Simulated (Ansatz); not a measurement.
Problem. Name a neutral molecule of C, In, Se and H with HOMO energy (PBE0/def2-TZVPP) between -6.70 and -6.40 eV and size of the dipole moment (ωB97M-V/def2-TZVPP) between 1.15 and 1.45 D (Ansatz, PBE0-D4/def2-TZVP geometry).

Solution. `C[Se][InH2]` (-6.61 eV, 1.44 D). Other molecules can fit too; these were computed, each in one conformer that needn't be the lowest.
